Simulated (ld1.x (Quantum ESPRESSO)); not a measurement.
**What one change does to a pseudopotential (Cl (Z = 17), TM)**

| Item | Value |
| --- | --- |
| Element | chlorine (Cl) |
| Generator | ld1.x (Quantum ESPRESSO) 7.5 |
| Type | norm-conserving Troullier–Martins (Kleinman–Bylander form) |
| Functional | BLYP |
| Relativity | non-relativistic |
| Frozen core | [Ne] |
| Valence charge | 7 |
| Reference configuration | 3s2 3p5 |
| Partial waves | 3p (bound): rc 1.40 bohr; 3s (bound): rc 1.00 bohr |
| Local potential | the s channel |
| Core correction | a·sin(br)/r model core inside 0.50 bohr |

All-electron outer shells of the reference configuration (BLYP, non-relativistic, ld1.x):

```
shell  level (eV)  outermost node (bohr)  outermost maximum (bohr)
   2p     -191.67                      –                      0.30
   3s      -20.38                   0.56                      1.29
   3p       -8.47                   0.53                      1.43
```

Change: all radii but the core radius scaled by about 0.78 (s 0.78, p 1.08 bohr).

Cutoffs: the cutoffs (Ry, on a coarse ladder) from which the occupation-weighted sum of valence levels, in a spherical-Bessel basis at the reference potential, stays within 10 and 1 mRy of its value at 400 Ry; they do not see the model core or the augmentation charge, which bear on the density cutoff. Errors are all-electron minus pseudo energies relative to the spin-unpolarised reference configuration.

Task: How do hardness, ghosts and transferability respond?

Result: Of the 7 tests that both files solve, the error grows in 6 and shrinks in 0 by more than 15 % and 0.3 meV (median size 5.6 → 16.1 meV); neither file shows a bound ghost. That the errors move this way runs against the usual rule that smaller radii transfer better.

```csv
quantity,base,changed
"cutoff, loose",110 Ry,over 300 Ry
"cutoff, tight",230 Ry,over 300 Ry
loose cutoff by channel (10 mRy a level),"p 15 Ry, s 70 Ry","p 80 Ry, s over 300 Ry"
bound ghosts,none,none
"error for 3s2 3p4, meV [ΔE 13.75 eV]",+5.3,+11
"error for 3s2 3p3, meV [ΔE 39.06 eV]",+33,+69
"error for 3s2 3p2, meV [ΔE 77.23 eV]",+107,+220
"error for 3s2 3p5.3, meV [ΔE -2.10 eV]",+0.2,+0.4
"error for 3s1 3p5, meV [ΔE 26.24 eV]",+5.6,+16
"error for 3s2 3p1, meV [ΔE 129.38 eV]",+255,+521
"error for 3s2 3p4.5, meV [ΔE 5.52 eV]",+1.0,+2.1
```
